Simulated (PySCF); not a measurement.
**Computed spin Hamiltonian**

Species: C4H10ClSi (doublet state).
Geometry (GFN2-xTB, Å), atoms numbered from 1 in this order:
```
atom  x, y, z in Å
C1    -0.271   -1.431   -0.330
C2    -0.216   -0.099    0.412
Si3   -1.919    0.768    0.386
C4     0.875    0.826   -0.187
C5     2.233    0.276   -0.036
Cl6    2.972   -0.562   -1.315
H7    -0.522   -1.275   -1.378
H8     0.685   -1.949   -0.285
H9    -1.027   -2.079    0.108
H10    0.066   -0.303    1.451
H11   -2.912   -0.105    1.014
H12   -1.822    2.032    1.119
H13   -2.294    1.030   -1.005
H14    0.825    1.786    0.339
H15    0.657    0.998   -1.241
H16    2.662    0.098    0.935
```

The hyperfine couplings belong to this conformer and change with its torsions.

The species is `C[C@H]([SiH3])C[CH]Cl` [radical].

Method used: PySCF 2.14.0, UKS B3LYP, pcH-1 on C Cl H Si, non-relativistic, mean-field spin-orbit, GIAO. The structure is a single GFN2-xTB conformer in the gas phase; no vibrational or solvent corrections. The geometry wasn't refined by DFT: couplings that depend on bond lengths, twists or pyramidal angles can differ widely from those at the functional's own minimum. No stability test was run, so a lower SCF solution isn't excluded.

```
g1, g2, g3                      : 2.00163, 2.00738, 2.00906
g_iso                           : 2.00602
Form of g                       : rhombic: the two nearest values differ by 23 % of g3 − g1
⟨S²⟩                            : 0.7540 (exact 0.7500)
HOMO–LUMO gap, α and β orbitals : 6.00, 6.20 eV
```

Isotropic coupling and dipolar principal values T1 to T3, in mT (MHz turned into mT with g_iso):

```csv
atom,isotope,a_iso,of which spin–orbit,T1,T2,T3,Mulliken spin population
C1,13C,-0.08,0.00,-0.03,-0.01,0.04,0.00
C2,13C,2.35,0.00,-0.21,-0.21,0.42,0.05
Si3,29Si,-0.24,0.00,-0.13,0.06,0.07,0.02
C4,13C,-0.97,0.00,-0.08,-0.02,0.10,-0.07
C5,13C,4.74,0.02,-2.85,-2.83,5.68,0.94
Cl6,35Cl,0.24,0.00,-1.14,-0.77,1.91,0.09
H7,1H,0.03,0.00,-0.07,-0.04,0.11,0.00
H8,1H,0.00,0.00,-0.14,-0.10,0.24,0.00
H9,1H,0.07,0.00,-0.05,-0.03,0.08,0.00
H10,1H,-0.09,0.00,-0.18,-0.07,0.26,0.00
H11,1H,0.09,0.00,-0.03,-0.02,0.05,0.00
H12,1H,-0.01,0.00,-0.04,-0.02,0.06,0.00
H13,1H,-0.01,0.00,-0.03,-0.02,0.05,0.00
H14,1H,2.17,0.00,-0.19,-0.17,0.36,0.02
H15,1H,0.29,0.00,-0.17,-0.14,0.31,0.00
H16,1H,-2.00,0.00,-1.31,-0.06,1.37,-0.04
```

The largest Mulliken spin populations are on C5 (+0.94), Cl6 (+0.09) and C4 (-0.07). No atom but C5 exceeds +0.15. The positive populations add up to 1.12 and the negative ones to -0.12, together 2S = 1. The angles at C5 add up to 357.1°, so it is nearly planar; its axial dipolar tensor and the negative coupling of its proton fit spin in a p orbital normal to that plane.

Axes: g2 points within 7° of the C5–Cl6 bond.

Under fast tumbling the dipolar parts average out, and these isotropic splittings remain: 1 × 1H (H14, I = 1/2, 2 lines) with 2.17 mT, 1 × 1H (H16, I = 1/2, 2 lines) with 2.00 mT, 1 × 1H (H15, I = 1/2, 2 lines) with 0.29 mT, 1 × 35Cl (Cl6, I = 3/2, 4 lines) with 0.24 mT, 1 × 1H (H10, I = 1/2, 2 lines) with 0.09 mT and 3 × 1H (H7/H8/H9, I = 1/2, 4 lines) with 0.03 mT.

Means are taken over nuclei equivalent by connectivity, which assumes that they swap fast.

Main isotope only: 35Cl (natural samples also hold 24 % 37Cl, magnetic too, which adds its own pattern).

The 29Si coupling of Si3 (-6.6 MHz) shows only in satellite lines or after enrichment, since that isotope makes up about 4.7 % of natural silicon.

The 13C coupling of C5 (133.2 MHz) shows only in satellite lines or after enrichment, since that isotope makes up about 1.07 % of natural carbon.

The spin density at the nucleus, in bohr⁻³, is negative for C4 (-0.0243), H16 (-0.0126) and C1 (-0.0020), for instance. A restricted open-shell determinant has no negative spin density anywhere; here it arises because α and β orbitals differ (spin polarisation).

The run took 1.7 min of wall time (with the writing of density and orbital grids) on an Arm Neoverse V1 with one thread (shared host), and the process peaked at 0.96 GiB of memory.
